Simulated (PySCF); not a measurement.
A structure optimised at PBE-D3(BJ)/def2-SVP, used in a PySCF frequency run:

```
Ge
H 1 1.5477
H 1 1.5477 2 113.55
I 1 2.5342 2 108.06 3 -119.84
I 1 2.5342 2 108.06 3 119.84
```

**Question.** Write its SMILES, formula and point group.

**Answer.** [I][GeH2][I], GeH₂I₂, C2v

**Question.** What are its rotational constants (standard atomic weights)?

**Answer.** 3.9756, 0.45453, 0.41013 GHz
